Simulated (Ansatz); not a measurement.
`F[SiH2][TeH]` + `O[SiH2]F` → `F[SiH2]O[SiH2]F` + H₂Te  (ligand exchange at the Si–Te bond)

Calculated with Ansatz (gas phase, PBE0-D4/def2-TZVP geometries, no zero-point term in ΔE). CBS: MP2 limit from def2 TZ/QZ plus the TZ coupled-cluster correction, frozen cores. Functionals use def2-TZVPP. B3LYP here is the variant with VWN-RPA as its local correlation; programs differ in this. def2 core potentials past Kr. For Te outer-core shells are correlated without core-valence functions, which leaves a few kJ/mol of doubt a bond. Each species was taken in one conformer, which may not be the lowest.

`F[SiH2][TeH]`:

```xyz
6

F     1.520    0.304    1.015
Si    0.554   -0.286   -0.115
Te   -1.325    1.236   -0.642
H     1.341   -0.429   -1.361
H     0.048   -1.583    0.383
H    -2.138    0.759    0.721
```

`O[SiH2]F`:

Cartesian coordinates in Å:
```
O -1.209 0.393 0.055
Si 0.293 -0.194 -0.178
F 0.731 -1.137 1.033
H -1.350 1.060 0.728
H 0.234 -1.013 -1.402
H 1.301 0.891 -0.235
```

`F[SiH2]O[SiH2]F`:

```xyz
9

F     0.513    1.297    1.943
Si    0.500   -0.227    1.479
O    -0.270   -0.346    0.058
Si   -0.579    0.127   -1.463
F     0.798    0.376   -2.224
H     1.904   -0.663    1.335
H    -0.253   -1.000    2.485
H    -1.289   -0.965   -2.156
H    -1.324    1.402   -1.457
```

H₂Te:

```xyz
3

Te    0.025   -0.088    0.772
H    -0.605    1.050   -0.252
H     0.580   -0.962   -0.520
```

```json
{"species": "`F[SiH2][TeH]`", "B3LYP energy (Eh)": "-659.40821"}
{"species": "`O[SiH2]F`", "B3LYP energy (Eh)": "-466.59138"}
{"species": "`F[SiH2]O[SiH2]F`", "B3LYP energy (Eh)": "-856.72030"}
{"species": "H₂Te", "B3LYP energy (Eh)": "-269.30622"}
```

Task: Work out ΔE.

Result: ΔE = (-856.72030) + (-269.30622) − (-659.40821) − (-466.59138) = -0.02693 Eh = -70.7 kJ/mol. CCSD(T)/CBS gives -66.9 kJ/mol.

Largest T1 diagnostic among the species: 0.012.

At CCSD(T), def2-SVP lies −7.4 kJ/mol from the extrapolated value and def2-TZVPP −6.7 kJ/mol. In def2-TZVPP, CCSD(T) changes the Hartree–Fock value by +19.6 kJ/mol (the triples alone add +4.0 kJ/mol) and MP2 by +25.5 kJ/mol.
